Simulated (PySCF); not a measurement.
# Nuclear quadrupole coupling in `C=CO[Si@H](C#CC)SC=C`

Species: C7H10OSSi.
Atom-mapped SMILES: `[CH2:1]=[CH:2][O:3][Si@H:4]([C:5]#[C:6][CH3:7])[S:8][CH:9]=[CH2:10]` (hydrogens: H11, H12 on C1; H13 on C2; H14 on Si4; H15, H16, H17 on C7; H18 on C9; H19, H20 on C10)

Geometry (GFN2-xTB, Å), atoms numbered from 1 in this order:
```xyz
20
C7H10OSSi angstrom
C     -3.2343   -2.5328   -1.3888
C     -2.4905   -1.7563   -0.6230
O     -1.1527   -1.6809   -0.7617
Si    -0.0595   -0.9166    0.1544
C     -0.3481    0.9029    0.2789
C     -0.4981    2.0992    0.3300
C     -0.6922    3.5269    0.3991
S      1.7523   -1.3170   -0.9212
C      2.8729   -0.4549    0.1211
C      4.1785   -0.4305   -0.0871
H     -4.2993   -2.5753   -1.2628
H     -2.7928   -3.1408   -2.1579
H     -2.9108   -1.1336    0.1581
H      0.0189   -1.4877    1.4987
H      0.0759    3.9756    1.0284
H     -0.6282    3.9578   -0.5996
H     -1.6721    3.7507    0.8202
H      2.4130    0.0629    0.9481
H      4.6245   -0.9488   -0.9175
H      4.8377    0.1098    0.5699
```

Field gradients from the PBE0/pcSseg-1 density (PySCF, non-relativistic), principal values in atomic units, ordered |Vxx| ≤ |Vyy| ≤ |Vzz|:

| atom | Vxx | Vyy | Vzz |
| --- | --- | --- | --- |
| O3 | -0.6811 | -0.8973 | 1.5784 |
| S8 | 0.0791 | 1.9010 | -1.9801 |

Task: Find the asymmetry η = (Vxx − Vyy)/Vzz and the couplings χ = eQV/h (234.96 MHz × Q in barn × V in au), with Q(17O) = −0.0256 b, Q(33S) = −0.0678 b.

Result: 
| atom | environment | nucleus | η | χzz (MHz) | χxx (MHz) | χyy (MHz) |
| --- | --- | --- | --- | --- | --- | --- |
| O3 | silyl ether oxygen | 17O | 0.14 | -9.49 | 4.10 | 5.40 |
| S8 | sulfur bonded to C and Si | 33S | 0.92 | 31.54 | -1.26 | -30.28 |

At S8 η is above 0.9: Vyy and Vzz are nearly equal in size and opposite in sign, so a small change could swap them and flip the sign of χzz. 

Task: What is Vzz at O3 in SI units (1 au = 9.71736 × 10²¹ V/m²)?

Result: 1.5784 au = 15.338 × 10²¹ V/m².

Task: And the gradient at the other heavy atoms, for which no coupling is worked out here?

Result: 
```csv
atom,environment,Vzz (au),η
C1,terminal =CH2 carbon,0.200,0.35
C2,vinylic carbon bearing oxygen,-0.404,0.34
Si4,oxygen-bound silicon,-0.410,0.34
C5,alkyne carbon,-0.286,0.02
C6,alkyne carbon,-0.374,0.17
C7,propargylic carbon,0.132,0.05
C9,alkene CH carbon,-0.317,0.18
C10,terminal =CH2 carbon,0.243,0.29
```

Were the hydrogens deuterons (Q(2H) = 0.00286 b), χzz would run from 106 kHz (H14) to 233 kHz (H11).

Geometry: GFN2-xTB, one conformer, isolated molecule. GFN2-xTB frequencies show an imaginary mode (33i cm⁻¹), so this geometry is no minimum at that level. GFN2-xTB bond lengths can be off by several hundredths of an ångström, more for odd bonds, and the gradients follow them. These gradients aren't converged with respect to the basis.

The run behind these numbers computed NMR shieldings as well. The run took 97 s wall on Arm Neoverse N1, one thread (shared host), and the process peaked at 1.1 GiB of memory.
